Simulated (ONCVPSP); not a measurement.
Zn (Z = 30): excitation energies, all-electron against ONCV

```
Element                 : zinc (Zn)
Generator               : ONCVPSP 4.0.1
Type                    : optimised norm-conserving Vanderbilt (ONCV)
Functional              : PBEsol
Relativity              : fully relativistic
Frozen core             : [Ne] 3s2
Valence charge          : 18
Reference configuration : 3p6 3d10 4s2
Partial waves           : 4s: rc 2.15 bohr, ncon 5, nbas 9, qcut 2.4 1/bohr, 2 projectors, debl 1 Ha; 3p: rc 0.70 bohr, ncon 3, nbas 7, qcut 11 1/bohr, 2 projectors, debl 3.3 Ha; 3d: rc 0.70 bohr, ncon 5, nbas 8, qcut 14.7 1/bohr, local
Local potential         : the d channel
Core correction         : Teter function, fcfact 5.25, rcfact 1.25
```

Open shells are filled in proportion to 2j + 1.

Energies are relative to the spin-unpolarised reference configuration 3p6 3d10 4s2; without spin polarisation the order of configurations can differ from experiment. The d channel is local and has no spin–orbit splitting in the pseudo-atom.

Problem. Give the all-electron excitation energy and the error of the potential for: 3p6 3d10 4s1; 3p6 3d10 4s0; 3p6 3d9 4s0; 3p6 3d8 4s0.

Solution.

```tsv
valence configuration	charge	ΔE all-electron (eV)	error AE − PS (meV)
3p6 3d10 4s1	+1	9.901	-5.0
3p6 3d10 4s0	+2	28.250	-33
3p6 3d9 4s0	+3	68.759	-8.0
3p6 3d8 4s0	+4	130.539	-13
```

Levels in the configuration 3p6 3d9 4s0:

```json
{"level": "3p j=3/2", "all-electron (eV)": "-123.824", "pseudo (eV)": "-123.816"}
{"level": "3p j=1/2", "all-electron (eV)": "-126.936", "pseudo (eV)": "-126.918"}
{"level": "3d j=5/2", "all-electron (eV)": "-50.526", "pseudo (eV)": "-50.666"}
{"level": "3d j=3/2", "all-electron (eV)": "-50.922", "pseudo (eV)": "-50.666"}
```

Note: ghosts flagged at negative energy: s at -696.6 eV; GHOST(+) flagged for s at 29.3 eV. A true bound ghost makes a file unfit for plane-wave use.
